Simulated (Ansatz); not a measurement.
Consider the ligand exchange at a B–C bond: `BBCC` + HCl → `BBCl` + ethane.

Isolated molecules relaxed with PBE0-D4/def2-TZVP in Ansatz; ΔE leaves out vibrations. CCSD(T)/CBS adds triple-zeta CCSD(T) − MP2 to the extrapolated MP2 energy (def2 sets, frozen cores). This one scheme is used for every species. DFT in def2-TZVPP. B3LYP here is the variant with VWN-RPA as its local correlation; programs differ in this. HSE06 is defined as in plane-wave codes. Each species was taken in one conformer, which may not be the lowest.

```
             level  ΔE (kcal/mol)  difference from CCSD(T)/CBS
       LDA (SPW92)          -19.8                          2.5
            PBE-D4          -21.5                          0.8
         revPBE-D4          -21.5                          0.8
           BLYP-D4          -22.2                          0.1
         r2SCAN-D4          -22.2                          0.1
            B97M-V          -21.8                          0.5
           PBE0-D4          -21.8                          0.5
          B3LYP-D4          -22.4                         -0.1
        r2SCANh-D4          -22.3                          0.0
          HSE06-D4          -21.9                          0.4
          BHLYP-D4          -23.0                         -0.7
      CAM-B3LYP-D4          -22.1                          0.2
           ωB97X-V          -22.2                          0.1
           ωB97M-V          -21.9                          0.4
            B2PLYP          -23.5                         -1.2
          PBE-QIDH          -22.9                         -0.6
            revPBE          -22.8                         -0.5
              BLYP          -23.3                         -1.0
              PBE0          -22.4                         -0.1
             B3LYP          -23.3                         -1.0
           r2SCANh          -22.5                         -0.2
           r2SCAN0          -22.7                         -0.4
             HSE06          -22.4                         -0.1
             BHLYP          -23.6                         -1.3
         CAM-B3LYP          -22.7                         -0.4
           LC-ωPBE          -21.9                          0.4
      MP2/def2-SVP          -25.3                         -3.0
     CCSD/def2-SVP          -24.8                         -2.5
  CCSD(T)/def2-SVP          -24.9                         -2.6
     HF/def2-TZVPP          -24.9                         -2.6
    MP2/def2-TZVPP          -23.3                         -1.0
SCS-MP2/def2-TZVPP          -23.5                         -1.2
   CCSD/def2-TZVPP          -22.4                         -0.1
CCSD(T)/def2-TZVPP          -22.5                         -0.2
     HF/def2-QZVPP          -24.8                         -2.5
    MP2/def2-QZVPP          -23.2                         -0.9
SCS-MP2/def2-QZVPP          -23.4                         -1.1
      HF/CBS(def2)          -24.8                         -2.5
     MP2/CBS(def2)          -23.1                         -0.8
    CCSD/CBS(def2)          -22.2                          0.1
       CCSD(T)/CBS          -22.3                            0
```

Largest T1 diagnostic among the species: 0.012.

The D4 term adds +0.9 kcal/mol with B3LYP and +0.6 kcal/mol with PBE0; it sums over pairs of atoms, weighted by their polarisabilities, and B3LYP, whose exchange is more repulsive, gets the larger term. At CCSD(T), def2-SVP lies −2.6 kcal/mol from the extrapolated value and def2-TZVPP −0.2 kcal/mol.
